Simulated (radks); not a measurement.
Task: The mean radii <r> (bohr) of the occupied orbitals of an atom or ion are listed with their occupations. Method: Dirac Kohn-Sham, BLYP, spin-unpolarised, spherical densities, finite nucleus; Fermi nuclear charge, rms radius of each element as measured or else 0.836 A^(1/3) + 0.57 fm; computed with a radial shooting solver on a logarithmic mesh with Libxc functionals.

| orbital | occ. | <r> |
|---|---|---|
| 1s1/2 | 2 | 0.05837 |
| 2s1/2 | 2 | 0.2586 |
| 2p1/2 | 2 | 0.2242 |
| 2p3/2 | 3 | 0.2270 |

Name the element and its charge. Open shells, if any, fill j = l - 1/2 first.

Result: Z = 26, iron, charge +17: Fe17+ in [He] 2s2 2p5. The 1s radius gives Z: for a bare nucleus <r> = (2 gamma + 1)/(2Z) with gamma = sqrt(1 - (Z/c)^2), 0.05699 bohr for Z = 26, and screening makes it slightly larger (0.05837 here). The occupations add up to 9, and the charge is Z minus that.
